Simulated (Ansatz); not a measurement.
`[Cl][Al]([Cl])[GeH3]` + silanol → `[SiH3][O][GeH3]` + `[Cl][AlH][Cl]` at 500 K and 1 bar (cleavage of the Ge–Al bond).

Calculated with Ansatz (gas phase, PBE0-D4/def2-TZVP geometries, no zero-point term in ΔE). CCSD(T)/CBS adds triple-zeta CCSD(T) − MP2 to the extrapolated MP2 energy (def2 sets, frozen cores). This one scheme is used for every species. For Ge outer-core shells are correlated without core-valence functions, which leaves a few kJ/mol of doubt a bond. Scalar relativity is left out up to krypton.

```json
{"species": "`[Cl][Al]([Cl])[GeH3]`", "CCSD(T)/CBS energy (Eh)": "-3239.63177", "H − E (kJ/mol)": "114.0", "S (J/(mol·K))": "441.7"}
{"species": "`O[SiH3]`", "CCSD(T)/CBS energy (Eh)": "-366.69042", "H − E (kJ/mol)": "127.5", "S (J/(mol·K))": "292.9"}
{"species": "`[SiH3][O][GeH3]`", "CCSD(T)/CBS energy (Eh)": "-2444.01593", "H − E (kJ/mol)": "179.6", "S (J/(mol·K))": "400.6"}
{"species": "`[Cl][AlH][Cl]`", "CCSD(T)/CBS energy (Eh)": "-1162.30651", "H − E (kJ/mol)": "52.9", "S (J/(mol·K))": "322.5"}
```

H − E and S are ideal-gas, rigid-rotor, harmonic terms from PBE0-D4/def2-TZVP. 1 Eh = 2625.50 kJ/mol, R = 8.31446 J/(mol·K).

Question: By hand: ΔE, ΔH, ΔS and ΔG.

Answer: ΔE = (-2444.01593) + (-1162.30651) − (-3239.63177) − (-366.69042) = -0.00025 Eh = -0.7 kJ/mol. Δ(H − E) = 179.6 + 52.9 − 114.0 − 127.5 = -9.0, so ΔH = -9.7 kJ/mol. ΔS = 400.6 + 322.5 − 441.7 − 292.9 = -11.5 J/(mol·K). ΔG = -9.7 − 500 × (-11.5)/1000 = -3.9 kJ/mol.

Question: By hand: the equilibrium constant, and the temperature at which ΔG would vanish if ΔH and ΔS stayed fixed.

Answer: log₁₀ K = −ΔG/(RT ln 10) = 0.4. ΔG = 0 at ΔH/ΔS = 843 K, though so small a ΔH makes that figure unsure.

TΔS isn't small against ΔH here. The sign of ΔG lies within the doubt. A doubt of 5 kJ/mol in ΔE shifts log₁₀ K by 0.5 here. Modes under 60 cm⁻¹, often nearly free rotors, make the harmonic entropy too high. These are equilibria of isolated gas molecules and say nothing of rates. Largest T1 diagnostic: 0.012 (customary marks: 0.02 for closed shells, 0.045 for open ones).
